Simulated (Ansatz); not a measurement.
Geometry optimisation, RKS PBE-D4/def2-SVP (Ansatz).

Input file:

```yaml
crystal:
  periodic: [false, false, false]
  atoms:
    - { symbol: B, position_ang: [-0.94174, 0.68991, -0.87158] }
    - { symbol: As, position_ang: [0.84371, 0.6374, -0.01601] }
    - { symbol: "N", position_ang: [0.73242, -1.03808, 0.81824] }
    - { symbol: H, position_ang: [-1.48744, -0.28523, -1.22466] }
    - { symbol: H, position_ang: [-1.43345, 1.71839, -1.13556] }
    - { symbol: H, position_ang: [0.35973, 1.408, 1.18526] }
    - { symbol: H, position_ang: [1.65356, -1.41524, 1.02524] }
    - { symbol: H, position_ang: [0.27319, -1.71515, 0.21907] }
basis:
  gaussian: { orbitals: def2-SVP }
hamiltonian:
  xc: pbe
  dispersion: d4
relax:
  f_tol: 0.015
  max_steps: 40
```

Run as:

```bash
$ ansatz run input.yaml --threads 1 --pin off --max-ram 2048MiB --backend cpu --events-out ev --progress --plain --runs-dir out
```

Question: Where does it end, and by what steps?

Answer: The run converged. After 8 steps the energy has fallen by 0.169 eV; H8 moved furthest, 0.50 Å.

```
step  energy less start (eV)  largest force component (eV/Å)  accepted
   0                  0.0000                           1.071       yes
   1                 -0.1216                           0.687       yes
   2                 -0.1361                           0.954       yes
   3                 -0.1533                           0.298       yes
   4                 -0.1553                           0.217       yes
   5                 -0.1587                           0.249       yes
   6                 -0.1686                           0.040       yes
   7                 -0.1689                           0.019       yes
   8                 -0.1690                           0.012       yes
```

```xyz
8
Properties=species:S:1:pos:R:3
B -0.944 0.671 -0.931
As 0.746 0.629 0.091
N 0.882 -1.052 0.926
H -1.357 -0.323 -1.498
H -1.460 1.754 -1.128
H 0.325 1.494 1.287
H 1.726 -1.523 0.574
H 0.083 -1.650 0.679
```

Run time: 12 s on 1 thread of Intel(R) Xeon(R) 6975P-C (Granite Rapids), with other jobs on the host, peak memory 0.16 GiB.
